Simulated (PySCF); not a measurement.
## How methods differ on the excitation energy of C²⁺

C²⁺ [He] 2s2 (1S) → C²⁺ [He] 2p2 (3P), as a difference of total energies. Calculation: PySCF 2.14, in ANO-RCC-VTZP (4s3p2d1f, 30 functions); the spin-free X2C one-electron Hamiltonian (Gaussian nucleus). Correlated levels: valence and next inner shell: nothing frozen. The calculations carry no spin-orbit coupling.

| method | excitation energy (eV) |
| --- | --- |
| UHF | 15.405 |
| MP2 (valence and next inner shell) | 16.326 |
| SCS-MP2 (valence and next inner shell) | 16.712 |
| CCSD (valence and next inner shell) | 17.064 |
| CCSD(T) (valence and next inner shell) | 17.070 |

Question: How much does correlation contribute at CCSD(T) (valence and next inner shell)?

Answer: 17.070 − (15.405) = 1.665 eV, measured against UHF.

A first-order spin-orbit estimate (lowest level to lowest level, LS coupling) adds -0.007 eV.

The basis was made for the ground configuration and has no added diffuse functions, so the excitation energy can come out too high.

The coupled-cluster amplitudes are large for the lower state (T1 above 0.03 or a double amplitude above 0.15), so a single reference is strained.
